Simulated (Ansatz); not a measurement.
Complex (SMILES): N#N (N2) with S (H2S), atoms 1 to 2 the first; geometry from B3LYP-D3(BJ)/def2-TZVP, monomers rigid:
```xyz
5

N      0.5569     0.0216    -0.1918
N      0.4057    -0.6429     0.6599
S     -1.8739     2.6331    -1.4786
H     -0.7246     1.9720    -1.6881
H     -1.2906     3.5002    -0.6354
```

Basis-set convergence of the counterpoise-corrected interaction energy at MP2 with Ansatz (a first-principles code). Cartesian d functions, on some or all atoms, in 6-31G**; all else is spherical. Cores are frozen. No added dispersion term, no relativity. Functions are those of the species that has most. Reference: Hartree-Fock in aug-cc-pV(Q+d)Z plus the correlation part extrapolated as X^-3 from aug-cc-pV(T+d)Z and aug-cc-pV(Q+d)Z, -0.70 kcal/mol, itself unsure by roughly 0.01 kcal/mol (a third of the extrapolation step and of the last Hartree-Fock step).

```
basis        functions  counterpoise-corrected interaction energy (kcal/mol)
-----------  ---------  ----------------------------------------------------
STO-3G              21                                                     ?
3-21G               35                                                 -0.23
6-31G               35                                                 -0.25
6-31G**             59                                                 -0.25
cc-pV(D+d)Z         61                                                 -0.32
def2-TZVPP         132                                                     ?
pcseg-3            250                                                     ?
def2-QZVPPD        271                                                     ?
cc-pV(5+d)Z        392                                                 -0.65
```

Task: What belongs in the gaps?

Result: 
- STO-3G, counterpoise-corrected interaction energy (kcal/mol): 0.00
- def2-TZVPP, counterpoise-corrected interaction energy (kcal/mol): -0.47
- pcseg-3, counterpoise-corrected interaction energy (kcal/mol): -0.60
- def2-QZVPPD, counterpoise-corrected interaction energy (kcal/mol): -0.62
